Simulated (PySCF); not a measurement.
PySCF run on TeBr

Input:

```python
from pyscf import gto, dft

mol = gto.M(
    atom='Te 0 0 0; Br 0 0 2.313',
    basis='def2-svp',
    ecp={'Te': 'def2-svp'},
    charge=0,
    spin=1,
    verbose=3,
)
mf = dft.UKS(mol, xc='m06')
mf.kernel()
g = mf.nuc_grad_method()
g.grid_response = True
g.kernel()
mf.dip_moment()
print('orbital energies (hartree):', [e[max(0, n-3):n+3].round(4) for e, n in zip(mf.mo_energy, mol.nelec)])
```

```bash
$ python input.py
```

It prints (some set-up lines and the per-cycle HOMO/LUMO lines with their warnings removed):

```
converged SCF energy = -2841.82025344627  <S^2> = 0.75190843  2S+1 = 2.0019075
--------------- UKS gradients ---------------
         x                y                z
0 Te     0.0000000000     0.0000000000     0.0701715388
1 Br    -0.0000000000    -0.0000000000    -0.0701715388
----------------------------------------------
Dipole moment(X, Y, Z, Debye):  0.00000,  0.00000, -0.69032
orbital energies (hartree): [array([-0.3537, -0.2551, -0.2274, -0.0572,  0.1848,  0.2687]), array([-0.3503, -0.3443, -0.2163, -0.1541, -0.0505,  0.1836])]
```

In short: E(SCF) = -2841.820253 Eh, ⟨S²⟩ = 0.752, μz(SCF) = -0.69 D, gradient on the second atom -0.0702 Eh/bohr.

Wall time 12 s on one thread of a shared host.

The bond length is a typed value, not an optimised one. No search for the lowest solution was made.
